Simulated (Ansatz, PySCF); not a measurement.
Ca(Cl)2 cation (CaCl₂), SMILES [Cl][Ca][Cl] (connectivity only; charge and spin as stated), charge +1, multiplicity 2. Atoms are numbered in the order given.

```xyz
3

Ca     0.0000     0.0000     1.3217
Cl     0.0000     1.3301    -0.7765
Cl     0.0000    -1.3301    -0.7765
```
Charge +1, spin multiplicity 2.

Coordinates come from a PBE0-D3(BJ)/def2-TZVP optimisation. The spin state was assumed, not searched. The isomer is the one that the SMILES or the coordinates give; other isomers of the formula were not compared.

Two levels are set side by side: PBE-D3(BJ)/def2-TZVP (Ansatz, a quantum-chemistry and plane-wave program) and PBE0-D3(BJ)/def2-TZVP (Ansatz). Each level has its own optimised geometry; the coordinates shown are those of the second. Frequencies come from the Hessian of PySCF at each geometry. Differences are taken from unrounded values.

| quantity | PBE0-D3(BJ) |
|---|---|
| mean bond length (Å) | 2.484 |
| bond Ca1–Cl2 (Å) | 2.484 |
| bond Ca1–Cl3 (Å) | 2.484 |
| highest harmonic wavenumber (cm⁻¹) | 380 |
| mean harmonic wavenumber (cm⁻¹) | 283 |
| zero-point energy (kcal/mol) | 1.21 |

### Question
What does PBE-D3(BJ) give, and how far is it from PBE0-D3(BJ)? (The exact figures need the calculation; the answer reports its results.)

### Answer

| quantity | PBE-D3(BJ) | PBE-D3(BJ) minus PBE0-D3(BJ) |
|---|---|---|
| mean bond length (Å) | 2.487 | 0.003 |
| bond Ca1–Cl2 (Å) | 2.487 | 0.003 |
| bond Ca1–Cl3 (Å) | 2.487 | 0.003 |
| highest harmonic wavenumber (cm⁻¹) | 370 | -10 |
| mean harmonic wavenumber (cm⁻¹) | 271 | -12 |
| zero-point energy (kcal/mol) | 1.16 | -0.05 |
